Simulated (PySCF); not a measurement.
# Peak assignment

Atoms are numbered as in `[CH2:1]=[C:2]1[C:3]([CH3:4])=[CH:5][c:6]2[cH:7][cH:8][c:9]([F:10])[cH:11][c:12]21` (H(Xn): hydrogen on atom n). Ha(C1) is cis to C3; Hb(C1) is trans to C3.

[PySCF: shieldings: GIAO PBE0/pcSseg-1; GFN2-xTB structure; no solvent model; one conformer; relativity neglected; averaged over atoms made equivalent by symmetry, fast rotation or ring inversion]

δ = σ(ref) − σ, references computed at the same level: TMS for 13C and 1H.

Question: Assign these signals to the numbered atoms. 13C{1H} NMR (computed): δ 171.4, 155.7, 145.1, 144.0, 143.9, 137.8, 125.3, 120.4, 119.6, 113.5, 15.3.

Answer: 
171.4 → C9, aromatic carbon bearing fluorine: σ withdrawal by the attached heteroatom moves it downfield of the ring CH carbons
155.7 → C2, fully substituted alkene carbon: the olefinic region
145.1 → C3, fully substituted alkene carbon
144.0 → C12, substituted aromatic carbon
143.9 → C6, substituted aromatic carbon
137.8 → C5, alkene CH: an sp2 carbon of a C=C bond
125.3 → C7, aromatic CH
120.4 → C8, aromatic CH
119.6 → C1, terminal =CH2 carbon: as expected for a trigonal carbon in a double bond
113.5 → C11, aromatic CH
15.3 → C4, allylic methyl carbon: aliphatic region, no heteroatom directly attached

C3 and C12; C12 and C6; C8 and C1 lie closer than the usual error of such a calculation, so a measured spectrum could show them in the other order.

Question: Assign these signals to the numbered atoms. 1H NMR (400 MHz, computed): δ 7.46 (m, 1H), 7.26 (m, 1H), 7.16 (m, 1H), 6.69 (s, 1H), 6.39 (br s, 1H), 6.09 (br s, 1H), 2.30 (s, 3H).

Answer: 
7.46 → H(C11), hydrogen on an aromatic CH: it sits in the deshielding region of the aromatic ring current
7.26 → H(C7), hydrogen on an aromatic CH
7.16 → H(C8), hydrogen on an aromatic CH
6.69 → H(C5), hydrogen on an alkene CH: olefinic region
6.39 → Hb(C1), hydrogen on a terminal =CH2 carbon: a vinylic proton, deshielded by the sp2 carbon and the C=C anisotropy
6.09 → Ha(C1), hydrogen on a terminal =CH2 carbon
2.30 → H(C4), hydrogen on an allylic methyl carbon: allylic position

H(C7) and H(C8) lie closer than the usual error of such a calculation, so a measured spectrum could show them in the other order.

Splittings by 19F in the carbon and heteronuclear signals aren't shown, as no couplings were computed. Shifts are as computed. Against solution values, carbons near 30 ppm lie about +3 ppm off and those near 130 ppm about +5 ppm. Of 1211 compounds with measured shifts, 218 miss one by over three times the rms of a fit or turn the order of signals round; such compounds aren't used in these exercises. Multiplicities follow the n + 1 count of equivalent neighbours, as no J values were calculated; m marks all less simple cases, F and P coupling included.
